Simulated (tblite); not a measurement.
Compound: C4H6ClF3Si.
Atom-mapped SMILES: `[F:1][C:2]([F:3])([F:4])[C@@H:5]1[CH2:6][CH2:7][Si@@H:8]1[Cl:9]` (hydrogens: H10 on C5; H11, H12 on C6; H13, H14 on C7; H15 on Si8)

Geometry (GFN2-xTB, Å), atoms numbered from 1 in this order:
```xyz
15
C4H6ClF3Si angstrom
F      2.3074   -0.3221   -1.4387
C      1.5252    0.4807   -0.6882
F      2.3573    1.3688   -0.1114
F      0.7783    1.1782   -1.5615
C      0.7099   -0.2722    0.3174
C     -0.3720   -1.1441   -0.3566
C     -1.6303   -0.3110   -0.0290
Si    -0.6519    0.7719    1.2060
Cl    -0.6441    2.7546    0.9737
H      1.4170   -0.8315    0.9291
H     -0.4116   -2.1280    0.1055
H     -0.2049   -1.2741   -1.4248
H     -2.4622   -0.9026    0.3429
H     -1.9862    0.2355   -0.9009
H     -0.7364    0.4038    2.6146
```

All values are computed: GFN2-xTB (tblite) harmonic vibrations without scaling, gas phase. Against measured fundamentals such values can be off by several per cent, at times by over 20. Modes of hydrogen on silicon can be 10 to 20 % off. One conformer, not necessarily the lowest.

Harmonic wavenumbers (cm⁻¹): 50.5, 65.9, 78.2, 148.6, 178.6, 217.1, 310.4, 359.1, 442.7, 465.6, 514.6, 547.6, 571.5, 613.9, 646.7, 702.4, 706.8, 782.8, 835.1, 916.0, 995.0, 1005.9, 1032.9, 1048.5, 1098.9, 1133.8, 1180.8, 1201.0, 1214.2, 1282.1, 1287.4, 1457.1, 1485.7, 2295.2, 2992.0, 3000.5, 3013.0, 3022.4, 3032.0.

A = 1663, B = 994.9, C = 749.4 MHz; mass 173.988 u (most abundant isotopes); point group C1, symmetry number 1.

**Question.** What is the zero-point energy?

**Answer.** ½Σν̃ = 20966 cm⁻¹ = 59.95 kcal/mol.

**Question.** What is S at 500 K and 1 bar for an ideal gas of classical rigid rotors and harmonic oscillators?

**Answer.** Translation 43.96, rotation 31.48, vibration 47.36: S = 122.8 cal/(mol K).

**Question.** And Cp and H(500 K) − H(0)?

**Answer.** Cp = 52.33 cal/(mol K), of which vibrations give 44.38 (their classical limit is 39 R = 77.5); H(500 K) − H(0) = 15.94 kcal/mol without the zero-point energy, 11.96 from vibrations.

**Question.** How do the functions run with temperature in this model?

**Answer.** 
```
T (K)  S (cal/(mol K))  Cp (cal/(mol K))  H − H(0) (kcal/mol)  G − H(0) (kcal/mol)  ln q(vib)
  100             71.4              18.2                 1.31                -5.83       1.82
  200             86.8              27.7                 3.59               -13.78       4.36
  300             99.9              37.4                 6.85               -23.13       6.87
  800            150.4              64.7                33.70               -86.63      18.65
 1000            165.4              69.6                47.16              -118.25      22.77
```

q(vib) and H(0) count from the zero-point level.

**Question.** Which modes carry the vibrational entropy at 500 K?

**Answer.** 50.5 cm⁻¹: 5.82; 65.9 cm⁻¹: 5.29; 78.2 cm⁻¹: 4.96; 148.6 cm⁻¹: 3.69; 178.6 cm⁻¹: 3.33; 217.1 cm⁻¹: 2.95 cal/(mol K); the other 33 give 21.32 together.

Hindered rotation and anharmonicity are outside this model. Other conformers, if any are populated, would add a mixing term that is left out. The structure is chiral; the term R ln 2 for an equal mix with its mirror image is left out.
